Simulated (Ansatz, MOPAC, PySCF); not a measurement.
Complex: N2 (SMILES N#N) (first 2 atoms) with CH2O (SMILES C=O); geometry from B3LYP-D3(BJ)/def2-TZVP, rigid monomers moved along the line of their centres of mass till N2···C3 is 2.87 Å.
(charge 0, multiplicity 1):
```xyz
6

N     -0.34313     0.10551    -0.85593
N      0.26456    -0.08135     0.03025
C      0.55507    -0.23337     2.88053
O     -0.49066     0.03538     3.40198
H      0.82383    -1.27011     2.60058
H      1.31217     0.53977     2.64713
```

Interaction energies are E(AB) − E(A) − E(B) at the monomers' geometry in the complex; basis-set methods are counterpoise corrected. Rows marked so take none.

Frozen-core correlation. CBS: X⁻³ extrapolation of the correlation energy, Hartree–Fock from the larger set. Rows in 3-21G, 6-31G*, STO-3G carry no dispersion term and start afresh at each structure (6-31G* with six Cartesian d functions). MP2/6-31G* freezes PySCF's default core. The state that PM6, PM7 reach isn't checked; PM7 holds dispersion and hydrogen-bond terms.

Run with Ansatz (a program for electronic structure); MOPAC for PM6, PM7 (differences of heats of formation); PySCF for 3-21G rows, 6-31G* rows, STO-3G rows, the dispersion terms. Values without a source in brackets are computed.

Other levels give for the interaction energy: PBE/def2-TZVPPD 2.9; B3LYP/def2-TZVPPD 27.5; B3LYP-D3(BJ)/def2-TZVPPD -18.4; wB97M-V/def2-TZVPPD -13.8; CCSD(T)/CBS(aug-cc-pVDZ, aug-cc-pVTZ) -15.6 meV.

**Question.** What do these common cheap choices give for the same quantity: PM6, PM7, HF/STO-3G (no counterpoise), HF/3-21G (no counterpoise), HF/6-31G*, B3LYP/3-21G (no counterpoise), M06-2X/6-31G* (no counterpoise), MP2/6-31G* (no counterpoise)?

**Answer.** PM6 -44.0; PM7 -40.1; HF/STO-3G (no counterpoise) 25.6; HF/3-21G (no counterpoise) -16.4; HF/6-31G* 42.1; B3LYP/3-21G (no counterpoise) -52.7; M06-2X/6-31G* (no counterpoise) -36.9; MP2/6-31G* (no counterpoise) -25.0 meV. They span -52.7 to 42.1 meV.
